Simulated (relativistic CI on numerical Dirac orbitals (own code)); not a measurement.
# Forbidden lines of Ta XXVIII

Method of calculation: Dirac-Coulomb-Breit CI, separate exchange-only KLI orbitals for each configuration, model QED (radiative potential, 1s self-energy scaled to tabulated hydrogen-like ionisation energies), unscaled Slater integrals (own radial code, finite nucleus).

Configuration list (outside the closed core [Ar] 3d10): 4s2 4p6 4d10, 4s2 4p6 4d9 4f, 4s2 4p5 4d10 4f, 4s 4p6 4d10 4f, 4s2 4p6 4d9 5s, 4s2 4p6 4d9 5p, 4s2 4p6 4d9 5d, 4s2 4p5 4d10 5s, 4s2 4p6 4d9 5f, 4s2 4p5 4d10 5p, 4s2 4p6 4d9 6s, 4s2 4p6 4d9 5g, 4s2 4p6 4d9 6p, 4s2 4p5 4d10 5d, 4s 4p6 4d10 5s, 4s2 4p6 4d9 6d, 4s2 4p6 4d9 6f, 4s 4p6 4d10 5p, 4p6 4d10 4f2, 4p6 4d9 4f3, 4p5 4d10 4f3, 4p6 4d9 4f2 5s, 4p6 4d9 4f2 5p, 4p6 4d9 4f2 5d. Double excitations out of closed p, d and f shells are left out; levels of such configurations are missing from the list, as are those of other unlisted configurations, and high levels can miss mixing partners. These lack a partner that the ground configuration has and come out too high: 4s2 4p5 4d10 5s, 4s2 4p6 4d9 5f, 4s2 4p5 4d10 5p, 4s2 4p6 4d9 6s, 4s2 4p6 4d9 5g.

```tsv
λ vac (nm)	Lower	Upper	Type	A (s⁻¹)	log gf
3.5439	4s2 4p6 4d10 1S_0 [1]	4s2 4p6 4d9 5s 3D_2 [25]	E2	1.28e+08	-3.92
3.7006	4s2 4p6 4d10 1S_0 [1]	4s2 4p6 4d9 5s 1D_2 [23]	E2	1.39e+08	-3.85
5.9239	4s2 4p6 4d10 1S_0 [1]	4s2 4p6 4d9 4f 3F°_2 [16]	M2	9.33e+03	-7.61
5.9877	4s2 4p6 4d10 1S_0 [1]	4s2 4p6 4d9 4f 1D°_2 [15]	M2	2.55e+03	-8.16
6.3577	4s2 4p6 4d10 1S_0 [1]	4s2 4p6 4d9 4f 1D°_2 [8]	M2	3.16e+04	-7.02
6.4919	4s2 4p6 4d10 1S_0 [1]	4s2 4p6 4d9 4f 3P°_2 [4]	M2	2.17e+04	-7.16
52.541	4s2 4p6 4d9 4f 3P°_2 [4]	4s2 4p6 4d9 4f 1F°_3 [20]	M1	3.66e+03	-5.97
61.773	4s2 4p6 4d9 4f 3P°_1 [3]	4s2 4p6 4d9 4f 1D°_2 [15]	M1	4.86e+03	-5.86
62.326	4s2 4p6 4d9 4f 3F°_3 [7]	4s2 4p6 4d9 4f 1F°_3 [20]	M1	7.68e+03	-5.50
64.999	4s2 4p6 4d9 4f 3G°_4 [9]	4s2 4p6 4d9 4f 1F°_3 [20]	M1	1.02e+04	-5.35
70.365	4s2 4p6 4d9 4f 3H°_6 [6]	4s2 4p6 4d9 4f 1H°_5 [17]	M1	2.65e+04	-4.67
70.489	4s2 4p6 4d9 4f 3F°_3 [7]	4s2 4p6 4d9 4f 3G°_3 [18]	M1	2.16e+03	-5.95
71.829	4s2 4p6 4d9 4f 1D°_2 [8]	4s2 4p6 4d9 4f 3G°_3 [18]	M1	3.37e+03	-5.74
73.928	4s2 4p6 4d9 4f 3G°_4 [9]	4s2 4p6 4d9 4f 3G°_3 [18]	M1	9.98e+03	-5.24
74.854	4s2 4p6 4d9 4f 3F°_4 [10]	4s2 4p6 4d9 4f 1F°_3 [20]	M1	5.74e+03	-5.47
75.194	4s2 4p6 4d9 4f 3F°_4 [10]	4s2 4p6 4d9 4f 3G°_4 [19]	M1	9.77e+03	-5.13
77.084	4s2 4p6 4d9 4f 3P°_2 [4]	4s2 4p6 4d9 4f 1D°_2 [15]	M1	1.09e+04	-5.31
84.195	4s2 4p6 4d9 4f 3G°_5 [11]	4s2 4p6 4d9 4f 3G°_4 [19]	M1	1.52e+04	-4.84
84.863	4s2 4p6 4d9 4f 3F°_3 [7]	4s2 4p6 4d9 4f 3F°_2 [16]	M1	3.12e+03	-5.77
85.616	4s2 4p6 4d9 4f 3H°_5 [5]	4s2 4p6 4d9 4f 3H°_4 [14]	M1	1.89e+04	-4.73
86.812	4s2 4p6 4d9 4f 1D°_2 [8]	4s2 4p6 4d9 4f 3F°_2 [16]	M1	1.13e+04	-5.19
86.948	4s2 4p6 4d9 4f 3F°_4 [10]	4s2 4p6 4d9 4f 3G°_3 [18]	M1	5.65e+03	-5.35
89.505	4s2 4p6 4d9 4f 3D°_3 [12]	4s2 4p6 4d9 4f 1F°_3 [20]	M1	3.10e+03	-5.58
89.991	4s2 4p6 4d9 4f 3D°_3 [12]	4s2 4p6 4d9 4f 3G°_4 [19]	M1	1.84e+03	-5.70
100.15	4s2 4p6 4d9 4f 3F°_3 [7]	4s2 4p6 4d9 4f 1D°_2 [15]	M1	6.73e+03	-5.30
107.36	4s2 4p6 4d9 4f 3D°_3 [12]	4s2 4p6 4d9 4f 3G°_3 [18]	M1	5.84e+03	-5.15
110.46	4s2 4p6 4d9 4f 3G°_5 [11]	4s2 4p6 4d9 4f 1H°_5 [17]	M1	3.66e+03	-5.13
115.09	4s2 4p6 4d9 4f 3G°_4 [9]	4s2 4p6 4d9 4f 3H°_4 [14]	M1	2.71e+03	-5.31
144.69	4s2 4p6 4d9 4f 3D°_3 [12]	4s2 4p6 4d9 4f 3F°_2 [16]	M1	2.74e+03	-5.37
153.55	4s2 4p6 4d9 4f 3D°_1 [13]	4s2 4p6 4d9 4f 3F°_2 [16]	M1	3.00e+03	-5.28
```

Terms are leading LS components. Brackets give the number of a level in order of energy, since labels repeat. The list gives strong lines, with weight on those to low levels, among the lowest 197 of 2670 levels, so that lines to higher ones, which can be the strongest, are missing. Levels whose partners in the same complex of configurations lie outside the list can be far off, and so can their lines. Rates are taken at the computed energies, electric ones in the length gauge.

At this charge energies of transitions that change n are usually good to better than 1 %, and those within a shell (Δn = 0) to a few per cent.

Q: From the table, what is the radiative lifetime of 4s2 4p6 4d9 4f 3F°_2?

A: The listed rates from this level add up to about 2.95e+04 s⁻¹, 99 % of its decay; with all channels τ = 3.37e-05 s.

LS names give the leading component of a level, which can be under half, so a name can repeat, a term be missing and a line seem to break the LS rules.
